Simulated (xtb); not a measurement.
Sn(Cl)3(Et) (C2H5Cl3Sn), SMILES C[CH2][Sn]([Cl])([Cl])[Cl]. All values are semi-empirical tight-binding results from xtb (GFN2-xTB unless named), good for trends rather than for accurate numbers. The structure is a stationary point at GFN2-xTB. Other conformers were not sampled.

For metal compounds this method's bond lengths and energies can be far off.

```
Item                                           Value
-------------------------------------  -------------
orbital gap                                  2.67 eV
zero-point energy                      41.3 kcal/mol
G − E(el) at 298.15 K (modified RRHO)  16.9 kcal/mol
```
